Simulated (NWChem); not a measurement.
Species: CH6F2N2Si; SMILES C(F)([SiH](N)N)F

```xyz
12

N     -1.3992    -1.2101     0.7748
Si    -0.2038    -0.7710    -0.3922
N      1.3249    -1.5441    -0.1920
C      0.2935     1.0862    -0.3757
F     -0.8356     1.8762    -0.3297
F      1.0287     1.3402     0.7766
H     -1.2360    -1.0551     1.7632
H     -2.3789    -1.0853     0.5459
H     -0.8349    -1.0622    -1.7050
H      2.0334    -1.0776     0.3618
H      1.3910    -2.5507    -0.1024
H      0.9006     1.4398    -1.2200
```
Atoms are numbered in this order, from 1.

Computed with NWChem. Medium grid unless said otherwise, to which SCAN and Minnesota functionals are sensitive. All runs use the structure optimised with B3LYP/6-31G* (spherical d). Total energies of different functionals are on different scales.

```json
[
 {"level": "PBE/def2-TZVP", "energy (Ha)": "-640.0968", "highest occupied level (eV)": "-6.00", "orbital gap (eV)": "5.73", "dipole (D)": "1.69"},
 {"level": "B3LYP/def2-TZVP", "energy (Ha)": "-640.6466", "highest occupied level (eV)": "-7.25", "orbital gap (eV)": "7.52", "dipole (D)": "1.75"},
 {"level": "M06-2X/def2-TZVP", "energy (Ha)": "-640.4701", "highest occupied level (eV)": "-8.93", "orbital gap (eV)": "10.14", "dipole (D)": "1.80"},
 {"level": "TPSSh/def2-TZVP", "energy (Ha)": "-640.6348", "highest occupied level (eV)": "-6.69", "orbital gap (eV)": "6.99", "dipole (D)": "1.76"},
 {"level": "Hartree-Fock/def2-TZVP", "energy (Ha)": "-638.2921", "highest occupied level (eV)": "-11.09", "orbital gap (eV)": "14.43", "dipole (D)": "1.86"},
 {"level": "LDA (Slater exchange, VWN5)/def2-TZVP", "energy (Ha)": "-636.9414", "highest occupied level (eV)": "-6.16", "orbital gap (eV)": "5.68", "dipole (D)": "1.74"}
]
```
